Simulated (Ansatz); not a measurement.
Stepwise reaction of `N[Si](N)(F)F` with hydrogen, as a gas-phase model of exchange steps in deposition or etching. ΔE in kJ/mol; ΔG adds harmonic PBE0-D4 terms to CCSD(T)/CBS, at 1 bar.

Computed with Ansatz on PBE0-D4/def2-TZVP structures; ΔE is electronic, products minus reactants. CCSD(T)/CBS adds triple-zeta CCSD(T) − MP2 to the extrapolated MP2 energy (def2 sets, frozen cores). This one scheme is used for every species. DFT in def2-TZVPP. B3LYP here is the variant with VWN-RPA as its local correlation; programs differ in this. Each species was taken in one conformer, which may not be the lowest.

```tsv
step	reaction	PBE-D4	B3LYP-D4	ωB97M-V	CCSD(T)/CBS	ΔG(500 K)
1	`N[Si](N)(F)F` + H₂ → `N[SiH](N)F` + H–F	135.9	145.5	146.4	142.3	137.3
```

Task: Give the row of step 2, `N[SiH](N)F` + H₂ → `N[SiH2]N` + H–F. (Best estimate.)

Result: Computed: 
| step | reaction | PBE-D4 | B3LYP-D4 | ωB97M-V | CCSD(T)/CBS | ΔG(500 K) |
| --- | --- | --- | --- | --- | --- | --- |
| 2 | `N[SiH](N)F` + H₂ → `N[SiH2]N` + H–F | 141.1 | 150.1 | 150.9 | 146.7 | 146.2 |

Task: By hand: ΔE of the 2 steps together at CCSD(T)/CBS.

Result: (142.3) + (146.7) = 289.0 kJ/mol, or 144.5 kJ/mol a step.

In ΔE the steps differ by no more than 4.4 kJ/mol. All are uphill at CCSD(T)/CBS. ΔG lies between 137.3 and 146.2 kJ/mol a step. PBE-D4 differs from CCSD(T)/CBS by -6.4 to -5.6 kJ/mol a step. Isolated molecules leave out the surface, adducts and barriers. Largest T1 diagnostic: 0.010.
